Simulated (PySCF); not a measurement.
## LDA on Sc (scandium, neutral)

Configuration: [Ar] 3d1 4s2, 2D determinant. All numbers are calculated (PySCF 2.14, no relativity, point nucleus, in cc-pVDZ).

- Total energy: -758.669 hartree
- One-electron energy: -1040.556 hartree
- Hartree (Coulomb) energy: 318.863 hartree
- Exchange-correlation energy: -36.976 hartree
- Kinetic energy: 759.31893 hartree
- ⟨S²⟩: 0.9713
- ⟨L²⟩: 6.739
- Sum of ⟨r⟩: 21.05 bohr
- Sum of ⟨r²⟩: 49.27 bohr²
- Traceless quadrupole moment −½Σ⟨3z² − r²⟩ along its main axis: 0.134 e·bohr²
- Density at the nucleus (Gaussians lack the cusp): 6140 bohr⁻³
- Spin density at the nucleus: 0.172 bohr⁻³
- Langevin diamagnetic susceptibility: -39.0 ×10⁻⁶ cm³/mol
- Time after the integrals: 0.56 s of wall time on 1 thread of Neoverse-V2 (shared host)

```
shell  electrons  mean orbital energy (hartree)  spread (hartree)  rms radius, mean of both spins (bohr)
 1s α          1                     -160.15270                 0                                 0.0853
 1s β          1                     -160.15256                 0                                 0.0853
 2s α          1                      -17.19674                 0                                  0.377
 2s β          1                      -17.18935                 0                                  0.377
 2p α          3                      -14.23096           0.00983                                  0.343
 2p β          3                      -14.22509           0.01502                                  0.343
 3s α          1                       -1.98551                 0                                   1.17
 3s β          1                       -1.96119                 0                                   1.17
 3p α          3                       -1.22969           0.01466                                   1.28
 3p β          3                       -1.20518           0.03623                                   1.28
 4s α          1                       -0.15658                 0                                   3.94
 4s β          1                       -0.14850                 0                                   3.94
 3d α          1                       -0.13180                 0                                   2.17
```

⟨S²⟩ = 0.97 against 0.75 shows spin contamination.
